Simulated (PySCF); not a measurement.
B(vinyl)(OH)(NH2) (C2H6BNO), SMILES C=CB(N)O. Atoms are numbered in the order given.

```xyz
11

B      0.2023     0.4119     0.1744
C     -0.6466    -0.4334    -0.8362
C     -0.8322    -1.7565    -0.7013
H     -1.1178     0.0632    -1.6978
H     -1.4268    -2.3473    -1.4084
H     -0.3840    -2.2986     0.1399
O      0.7782    -0.2516     1.2343
H      1.2850     0.3222     1.8192
N      0.3532     1.8063    -0.0217
H      0.8820     2.4245     0.5812
H     -0.0749     2.2848    -0.8036
```
Charge 0, spin multiplicity 1.

The structure is a stationary point at r2SCAN-D4/def2-SVP. The structure was generated by enumeration, and PubChem lists no compound with its InChIKey, so it may never have been made. One conformer was computed; it need not be the lowest.

Two levels are set side by side: PBE/pcSseg-1 (PySCF) and B3LYP/pcSseg-1 (PySCF). GIAO shifts against BF3 (¹¹B), H2O (¹⁷O), NH3 (¹⁵N), TMS (¹H), TMS (¹³C) at the same level; non-relativistic, no solvent, atoms listed together averaged. Differences are taken from unrounded values.

```
quantity            B3LYP
------------------  -----
δ(¹¹B) of B1 (ppm)   15.0
δ(¹³C) of C2 (ppm)  143.5
δ(¹³C) of C3 (ppm)  145.5
δ(¹H) of H4 (ppm)    6.09
δ(¹⁷O) of O7 (ppm)   96.6
δ(¹H) of H8 (ppm)    2.86
δ(¹⁵N) of N9 (ppm)   75.4
```

Q: What does PBE give, and how far is it from B3LYP? (An estimate is asked for; the answer gives what the named calculation found.)

A: 
| quantity | PBE | PBE minus B3LYP |
|---|---|---|
| δ(¹¹B) of B1 (ppm) | 12.9 | -2.1 |
| δ(¹³C) of C2 (ppm) | 142.3 | -1.2 |
| δ(¹³C) of C3 (ppm) | 142.9 | -2.6 |
| δ(¹H) of H4 (ppm) | 6.22 | 0.13 |
| δ(¹⁷O) of O7 (ppm) | 104.2 | 7.5 |
| δ(¹H) of H8 (ppm) | 2.85 | -0.01 |
| δ(¹⁵N) of N9 (ppm) | 80.2 | 4.8 |

Rough cost on one machine, each run with all the roots and properties that it gave: B3LYP against PBE within a factor of 2.
